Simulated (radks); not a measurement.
Results of a calculation; reference values are marked as such.
All-electron atom: the nitrogen anion N- in [He] 2s2 2p4. Level of theory: scalar-relativistic Kohn-Sham, PBE, spin-polarised, spherical densities, point nucleus; open shells are filled with parallel spins first; Watson sphere of charge +1 and radius 2.66 bohr (a radial shooting solver on a logarithmic mesh with Libxc functionals).

Normalised radial functions P(r) = r R(r), r in bohr:

r,2s up,2p down
0.008942,0.0663,0.0007
0.01241,0.0897,0.0013
0.01723,0.1203,0.0024
0.02392,0.1591,0.0046
0.03347,0.2075,0.0087
0.04647,0.2616,0.0160
0.06451,0.3168,0.0290
0.09027,0.3622,0.0521
0.1253,0.3752,0.0897
0.174,0.3292,0.1488
0.2415,0.1950,0.2349
0.3379,-0.0480,0.3515
0.4691,-0.3620,0.4820
0.6512,-0.6717,0.6037
0.9112,-0.8595,0.6814
1.265,-0.8306,0.6773
1.756,-0.6224,0.5966
2.438,-0.3560,0.4673
3.411,-0.1396,0.3053
4.735,-0.0349,0.1585
6.573,-0.0047,0.0599

2s up: eigenvalue -17.722 eV, 1 radial node at r = 0.319 bohr, <r> = 1.37 bohr, 90 % of the charge inside 2.22 bohr. 2p down: eigenvalue -4.296 eV, 0 radial nodes, <r> = 1.84 bohr, 90 % of the charge inside 3.34 bohr.
